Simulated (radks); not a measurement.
Q: Radial electron density D(r) = 4 pi r^2 rho(r) of an atom or ion with 26 electrons. Method: Dirac Kohn-Sham, BLYP, spin-unpolarised, spherical densities, point nucleus; computed with a radial shooting solver on a logarithmic mesh with Libxc functionals.

```
   r/bohr * D(r) (the largest magnitude, 68.3, reaches the edge; | marks zero)
  0.00303 |    *
 0.003883 |       *
 0.004936 |           *
 0.006326 |               *
 0.008106 |                     *
  0.01031 |                            *
  0.01321 |                                   *
  0.01679 |                                         *
  0.02151 |                                            *
  0.02735 |                                            *
  0.03505 |                                         *
  0.04491 |                                      *
  0.05709 |                                        *
  0.07316 |                                               *
    0.093 |                                                      *
   0.1192 |                                                    *
   0.1515 |                                         *
   0.1942 |                               *
   0.2488 |                                *
   0.3163 |                                   *
   0.4053 |                            *
   0.5152 |              *
   0.6603 |      *
   0.8394 |  *
    1.076 |*
    1.378 *
    1.752 *
    2.245 *
```

What is the nuclear charge?

A: Z = 44. The innermost maximum, from 1s, lies near gamma/Z bohr with gamma = sqrt(1 - (Z/c)^2) = 0.947, here 0.0215 bohr (found: 0.0235), and its height grows with Z. The density is that of the ruthenium ion Ru18+ in [Ar] 3d6 4s2; the configuration itself is not fixed sharply by these data, and Z only to a few units. D(r) has 3 maxima, at r = 0.0235, 0.102, 0.314 bohr, and minima at 0.0471, 0.214 bohr, inside which lie 2.06, 11.07 electrons.
